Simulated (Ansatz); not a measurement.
Species: formyl cation, CHO, net charge 1, singlet state. It need not be the lowest isomer of its formula. SMILES: C#[O+]
Coordinates optimised at B3LYP-D3(BJ)/def2-TZVP (Ansatz, a first-principles code):
```
C
O 1 1.1014
H 1 1.0964 2 180.00
```
Charge +1, spin multiplicity 1.

Parts of the frozen-core correlation energy in STO-3G (Ansatz, hartree). Frozen orbitals: 2; correlated occupied orbitals by spin: 5 and 5; virtual: 4 and 4. Spin-orbit coupling is left out. Non-relativistic.

```tsv
term	value
reference (HF)	-111.50016
MP2 opposite-spin	-0.11304
MP2 same-spin	-0.03610
CCSD correlation	-0.15517
(T)	-0.00435
FCI minus CCSD(T)	-0.00127
T1 diagnostic	0.018
largest doubles amplitude	0.131
```
